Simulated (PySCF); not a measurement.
# Structure from NMR data

Molecular formula: C4H10ClFSi2. Simulated spectra:

1H NMR (500 MHz, computed): δ 6.30 (br s, 1H), 5.93 (br s, 1H), 5.42 (m, 1H), 5.21 (m, 1H), 3.99 (m, 3H), 2.03 (s, 3H).

13C{1H} NMR (computed): δ 149.1 (C), 139.1 (CH2), 87.4 (CH), 26.9 (CH3).

Calculated, not measured (PySCF): PBE0/pcSseg-1 with gauge-including orbitals, coordinates at the GFN2-xTB level. Relativity neglected, in vacuum, a single conformation, one averaged value for each set of equivalent atoms.

Chemical shifts δ = σref − σ; 1H (σ = 31.72 ppm), 13C (σ = 186.93 ppm) vs TMS, all at this level.

Task: What is the structure?

Result: 
The formula gives 1 degree of unsaturation (no ring in the answer). 4 carbon signals for 4 carbons: no two carbons are equivalent. Carbon types of the structure: 1 × C, 1 × CH, 1 × CH2, 1 × CH3, leaving 4 H on heteroatoms. δC 149.1: fully substituted alkene carbon; as expected for a trigonal carbon in a double bond. δC 139.1: terminal =CH2 carbon; as expected for a trigonal carbon in a double bond. δC 87.4: sp3 CH bonded to F and 2 Si; pulled downfield by the heteroatom. δC 26.9: allylic methyl carbon; saturated and bonded to C and H only. δH 6.30, 5.93: hydrogen on a terminal =CH2 carbon; a vinylic proton, deshielded by the sp2 carbon and the C=C anisotropy. δH 5.21: hydrogen on an sp3 CH bonded to F and 2 Si; its carbon carries F, hence the downfield position. δH 2.03: hydrogen on an allylic methyl carbon; allylic position.

The compound is SMILES C=C(C)[Si@@H](Cl)[C@H](F)[SiH3].

This is the structure that produced the data.

Splittings by 19F in the carbon and heteronuclear signals aren't shown, as no couplings were computed. Shifts are as computed. Against solution values, carbons near 30 ppm lie about +3 ppm off and those near 130 ppm about +5 ppm. Of 1211 compounds with measured shifts, 218 miss one by over three times the rms of a fit or turn the order of signals round; such compounds aren't used in these exercises. No couplings were computed; multiplicities are counted from neighbouring protons, with m where these are inequivalent, close in shift, in a saturated or five-membered ring or joined by F or P, and br s for small geminal =CH2 splittings.
